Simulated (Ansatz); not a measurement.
Geometry optimisation, RKS PBE0-D4/STO-3G in Ansatz 0.2.0.

input.yaml

```yaml
crystal:
  periodic: [false, false, false]
  atoms:
    - { symbol: Si, position_ang: [0.3868, -0.4954, -1.1069] }
    - { symbol: "N", position_ang: [1.1821, 0.8749, 0.3167] }
    - { symbol: F, position_ang: [-0.2773, -1.5542, -2.1383] }
    - { symbol: F, position_ang: [1.7324, -1.3301, -0.854] }
    - { symbol: F, position_ang: [0.6743, 0.6488, -2.1917] }
    - { symbol: H, position_ang: [0.0665, 0.728, 1.0212] }
    - { symbol: Si, position_ang: [-1.452, -0.3357, 0.7085] }
    - { symbol: H, position_ang: [1.2865, 1.8417, 0.0341] }
    - { symbol: H, position_ang: [1.9899, 0.5915, 0.8555] }
    - { symbol: H, position_ang: [-1.8024, 1.0214, 1.2261] }
    - { symbol: H, position_ang: [-1.0524, -1.1301, 1.8808] }
    - { symbol: H, position_ang: [-2.7343, -0.8607, 0.248] }
basis:
  gaussian: { orbitals: STO-3G }
hamiltonian:
  xc: pbe0
  dispersion: d4
relax:
  f_tol: 0.15
  max_steps: 25
  restrain:
    - { distance: [0, 6], at: 2.22, k: 30.0 }
    - { distance: [5, 1], at: 1.02, k: 30.0 }
    - { distance: [0, 1], at: 3.12, k: 30.0 }
    - { distance: [5, 6], at: 2.72, k: 30.0 }
```

Launched with:

```bash
$ ansatz run input.yaml --threads 1 --pin off --max-ram 2048MiB --backend cpu --events-out ev --progress --plain --runs-dir out
```

Question: Where does it end, and by what steps?

Answer: The run converged. The restraints hold the end off the free minimum. Limits of this set-up: minimal basis. After 9 steps the energy has fallen by 2.329 eV (the restraints' own energy left out); N2 moved furthest, 0.75 Å. Parted: Si1–N2. Joined: N2–H6.

```csv
step,energy less start (eV),largest force component (eV/Å),accepted
0,0.0000,6.405,yes
1,-0.9928,4.738,yes
2,-0.7659,3.941,yes
3,-1.0158,3.594,yes
4,-1.6812,2.436,yes
5,-1.9882,1.262,yes
6,-2.1952,2.120,yes
7,-2.2984,0.864,yes
8,-2.3238,0.662,yes
9,-2.3287,0.618,yes
```

```xyz
12
Properties=species:S:1:pos:R:3
Si 0.049 -0.649 -1.085
N 1.550 1.328 0.786
F -0.285 -1.618 -2.353
F 1.490 -1.157 -0.472
F 0.424 0.830 -1.707
H 0.632 1.096 1.231
Si -1.491 -0.472 0.529
H 1.221 1.586 -0.194
H 1.911 0.346 0.586
H -1.774 0.919 0.791
H -1.002 -1.087 1.739
H -2.724 -1.122 0.150
```

The run took 44 s on 1 thread of Intel(R) Xeon(R) Processor @ 2.70GHz, with other jobs on the host, peak memory 0.14 GiB.
